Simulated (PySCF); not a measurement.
**Basis set benchmark on one molecule**

Molecule: SMILES CC(C)(C)S(C)(=O)=O, C₅H₁₂O₂S.

Numbering as in the mapped SMILES `[CH3:1][C:2]([CH3:3])([CH3:4])[S:5]([CH3:6])(=[O:7])=[O:8]`. Hydrogens are named by the atom that carries them.

Geometry PBE0-D3(BJ)/def2-SVP throughout; GIAO in PySCF 2.14, gas phase, one conformer, non-relativistic; equivalent atoms averaged; functional PBE0.

Reference values (measured; solution, not stated per compound (mostly CDCl3 or CCl4); Pretsch, Buehlmann, Badertscher, Structure Determination of Organic Compounds, 4th ed. (2009)): δ(C2) = 57.6 ppm, δ(C1/C3/C4) = 22.7 ppm, δ(H(C1)/H(C3)/H(C4)) = 1.44 ppm. Computed shifts are taken against TMS, calculated as an isolated molecule at each level.

Question: How do the basis sets STO-3G, pcSseg-0, 6-31G, 6-31G*, cc-pVDZ, def2-SVP, pcSseg-1, aug-cc-pVDZ, 6-311+G(2d,p), def2-TZVP perform against the reference? Times are CPU seconds on 1 thread of an Arm Neoverse V1, shared host.

Answer: 
```tsv
basis set	functions	C2	C1/C3/C4	H(C1)/H(C3)/H(C4)	mean abs. error C	abs. error H	core-s
STO-3G	56	45.1	23.6	0.98	6.7	0.46	8.1
pcSseg-0	100	68.0	25.6	1.50	6.7	0.06	14
6-31G	100	64.3	23.2	1.45	3.6	0.01	17
6-31G*	140	57.6	22.4	1.27	0.2	0.17	25
cc-pVDZ	176	63.6	23.5	1.22	3.4	0.22	32
def2-SVP	176	60.7	22.6	1.19	1.6	0.25	35
pcSseg-1	203	62.4	23.7	1.28	2.9	0.16	38
aug-cc-pVDZ	296	64.9	22.1	1.36	4.0	0.08	77
6-311+G(2d,p)	296	64.1	23.0	1.30	3.4	0.14	86
def2-TZVP	326	63.8	23.6	1.32	3.5	0.12	100
```

For ¹³C the closest is 6-31G* (0.2 ppm) and the furthest STO-3G (6.7 ppm).

For ¹H the closest is 6-31G (0.01 ppm) and the furthest STO-3G (0.46 ppm). Where a smaller basis beats a larger one, errors probably cancel. One molecule is a small sample, and vibrational and solvent effects are absent from the calculation.

A small basis that lands close on one nucleus may do so by chance; judge by the trend and by all nuclei.
